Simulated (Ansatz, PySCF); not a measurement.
Dissociation curve of SBe, lowest singlet found (which spin is the ground state isn't settled by this scan).

Methods: UKS-B3LYP/3-21G = unrestricted B3LYP/3-21G (PySCF 2.14.0); UKS-CAM-B3LYP = unrestricted CAM-B3LYP/cc-pVDZ (Ansatz, a program for electronic structure); RKS-B3LYP/3-21G = restricted B3LYP/3-21G in PySCF.

Total energies in hartree (comparable only within one method and basis):

```json
[
 {"R / Å": "1.45", "UKS-B3LYP/3-21G": "-410.78287", "UKS-CAM-B3LYP": "-412.81619", "RKS-B3LYP/3-21G": "-410.78287"},
 {"R / Å": "1.55", "UKS-B3LYP/3-21G": "-410.83081", "UKS-CAM-B3LYP": "-412.85956", "RKS-B3LYP/3-21G": "-410.83081"},
 {"R / Å": "1.66", "UKS-B3LYP/3-21G": "-410.85612", "UKS-CAM-B3LYP": "-412.88062", "RKS-B3LYP/3-21G": "-410.85612"},
 {"R / Å": "1.75", "UKS-B3LYP/3-21G": "-410.86265", "UKS-CAM-B3LYP": "-412.88423", "RKS-B3LYP/3-21G": "-410.86265"},
 {"R / Å": "1.84", "UKS-B3LYP/3-21G": "-410.86082", "UKS-CAM-B3LYP": "-412.87991", "RKS-B3LYP/3-21G": "-410.86082"},
 {"R / Å": "1.89", "UKS-B3LYP/3-21G": "-410.85730", "UKS-CAM-B3LYP": "-412.87517", "RKS-B3LYP/3-21G": "-410.85730"},
 {"R / Å": "1.98", "UKS-B3LYP/3-21G": "-410.84806", "UKS-CAM-B3LYP": "-412.86391", "RKS-B3LYP/3-21G": "-410.84793"},
 {"R / Å": "2.03", "UKS-B3LYP/3-21G": "-410.84209", "UKS-CAM-B3LYP": "-412.86075", "RKS-B3LYP/3-21G": "-410.84158"},
 {"R / Å": "2.10", "UKS-B3LYP/3-21G": "-410.83406", "UKS-CAM-B3LYP": "-412.85655", "RKS-B3LYP/3-21G": "-410.83187"},
 {"R / Å": "2.16", "UKS-B3LYP/3-21G": "-410.82837", "UKS-CAM-B3LYP": "-412.85202", "RKS-B3LYP/3-21G": "-410.82312"}
]
```

The scan ran from 1.45 to 6.81 Å; beyond the distances shown full CI changes its symmetry label. The unrestricted determinant behind UKS-B3LYP/3-21G is spin-contaminated at 1.98 to 2.16 Å (<S²> up to 0.8, against 0.00 for a pure singlet). The unrestricted determinant behind UKS-CAM-B3LYP is spin-contaminated at 1.98 to 2.16 Å (<S²> up to 1.0, against 0.00 for a pure singlet). The restricted form behind RKS-B3LYP/3-21G keeps the bonding electrons paired and can't separate into open-shell fragments.
